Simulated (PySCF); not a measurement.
GeHO, SMILES [OH][Ge] (connectivity only; charge and spin as stated), neutral, multiplicity 2. Atoms are numbered in the order given.

```xyz
3

Ge    -0.0057     0.4079     0.0000
O      0.1168    -1.4013     0.0000
H     -0.7516    -1.8421     0.0000
```
Charge 0, spin multiplicity 2.

The structure is a stationary point at PBE-D3(BJ)/def2-TZVP.

Method: TDA-PBE/def2-TZVPD run with PySCF.

Vertical excitations. Gas-phase values at a fixed geometry.

```csv
state,energy (eV),λ (nm),f,main pairs
root 1,0.46,2693,0.000,α HOMO→LUMO 100 %
root 2,2.71,458,0.009,α HOMO→LUMO+1 100 %
root 3,3.92,316,0.064,α HOMO→LUMO+2 100 %
root 4,4.01,309,0.000,"α HOMO−1→LUMO 47 %, β HOMO→LUMO 51 %"
root 5,4.50,276,0.000,"α HOMO−2→LUMO 59 %, β HOMO−1→LUMO 40 %"
root 6,4.83,257,0.036,α HOMO→LUMO+3 99 %
root 7,4.98,249,0.003,"α HOMO−1→LUMO 43 %, α HOMO→LUMO+5 16 %, β HOMO→LUMO 33 %"
root 8,5.06,245,0.000,"α HOMO→LUMO+4 18 %, α HOMO→LUMO+7 5 %, β HOMO→LUMO+1 73 %"
root 9,5.50,226,0.092,"α HOMO→LUMO+5 78 %, β HOMO→LUMO 8 %"
root 10,5.55,224,0.076,"α HOMO→LUMO+4 72 %, β HOMO−1→LUMO 8 %, β HOMO→LUMO+1 8 %"
```
Unrestricted roots are not spin-pure.
